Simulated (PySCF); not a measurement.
Compound: C₅H₂ClF₃.
Atom-mapped SMILES: `[F:1][C:2]([F:3])([F:4])/[CH:5]=[C:6]1[CH:7]=[C:8]/1[Cl:9]` (hydrogens: H10 on C5; H11 on C7)

Level: CAM-B3LYP/def2-SVPD in PySCF, non-relativistic, on one gas-phase PBE0-D3(BJ)/def2-SVP geometry that isn't relaxed in the solvent. The solvent is an IEF-PCM continuum (Bondi radii, 1.10 Å for H, scaled by 1.2), and excitations are vertical TDDFT with non-equilibrium linear response and a frozen core. The model holds no explicit solvent molecules, cavitation or dispersion.

Gas-phase singlets (H = HOMO, L = LUMO):

| state | E (eV) | λ (nm) | f | leading configurations |
| --- | --- | --- | --- | --- |
| S1 | 4.913 | 252 | 0.035 | H→L 98% |
| S2 | 6.180 | 201 | 0.001 | H→L+1 88% |
| S3 | 6.500 | 191 | 0.001 | H-1→L 92% |
| S4 | 6.746 | 184 | 0.007 | H→L+2 66%, H→L+4 21% |
| S5 | 6.983 | 178 | 0.616 | H→L+3 96% |

Question: How does the list change in chloroform (ε = 4.711)?

Answer: 
```csv
state,E (eV),λ (nm),f,leading configurations,change by rank (eV)
S1,5.083,244,0.050,H→L 98%,+0.170
S2,6.256,198,0.003,H→L+1 87%,+0.076
S3,6.590,188,0.002,H-1→L 90%,+0.090
S4,6.757,183,0.085,H→L+2 72%,+0.011
S5,6.770,183,0.677,H→L+3 89%,-0.213
```

Question: How does the list change in water (ε = 78.36)?

Answer: 
| state | E (eV) | λ (nm) | f | leading configurations | change by rank (eV) |
| --- | --- | --- | --- | --- | --- |
| S1 | 5.171 | 240 | 0.048 | H→L 98% | +0.258 |
| S2 | 6.284 | 197 | 0.005 | H→L+1 87% | +0.104 |
| S3 | 6.628 | 187 | 0.003 | H-1→L 86% | +0.128 |
| S4 | 6.757 | 183 | 0.027 | H→L+2 74%, H-1→L 8% | +0.011 |
| S5 | 6.786 | 183 | 0.705 | H→L+3 95% | -0.197 |

Question: The ground-state energy changes by -0.228 eV from gas to water. By how much does the total energy of gas-phase S1 change?

Answer: E(S1) = E(S0) + excitation energy, so it changes by -0.228 + 0.258 = +0.030 eV: it isn't lowered at all, while the ground state is. This is the vertical state, with the slow part of the continuum still set for S0.

Question: How do the frontier levels move from gas to water?

Answer: 
| orbital | gas (eV) | solvent (eV) | change (eV) | Löwdin shares, gas | Löwdin shares, solvent |
| --- | --- | --- | --- | --- | --- |
| LUMO+2 | 1.30 | 1.60 | +0.30 | Cl9 36 %, C7 26 %, H11 21 %, C8 6 % | Cl9 35 %, C2 12 %, C5 11 %, F4 8 % |
| LUMO+1 | 0.87 | 1.15 | +0.28 | Cl9 51 %, C8 17 %, C7 15 %, C6 9 % | Cl9 47 %, C8 16 %, C7 10 %, C6 9 % |
| LUMO | -0.20 | 0.27 | +0.47 | C7 37 %, C8 33 %, Cl9 13 %, H11 9 % | C7 38 %, C8 33 %, Cl9 14 %, H11 8 % |
| HOMO | -8.28 | -8.09 | +0.19 | C5 37 %, C6 20 %, C7 13 %, C8 10 % | C5 37 %, C6 19 %, C7 13 %, C8 11 % |
| HOMO-1 | -10.82 | -10.53 | +0.29 | Cl9 47 %, C8 16 %, C6 15 %, C7 7 % | Cl9 47 %, C8 16 %, C6 15 %, C7 7 % |
| HOMO-2 | -11.67 | -11.39 | +0.28 | Cl9 58 %, C8 14 %, C6 12 %, C7 8 % | Cl9 57 %, C8 13 %, C6 13 %, C7 7 % |
| HOMO-3 | -11.76 | -11.55 | +0.21 | Cl9 25 %, C7 18 %, C6 11 %, C5 11 % | Cl9 26 %, C7 21 %, C6 15 %, C5 9 % |

The HOMO–LUMO gap goes from 8.08 to 8.35 eV. Rows go by rank; for LUMO+2 the atom shares or the degeneracy differ between the runs, so the row needn't follow one orbital.

Shape of the structure used: `[F:1][C:2]([F:3])([F:4])/[CH:5]=[C:6]1[CH:7]=[C:8]/1[Cl:9]`: F1–C2–C5–C6 121°.
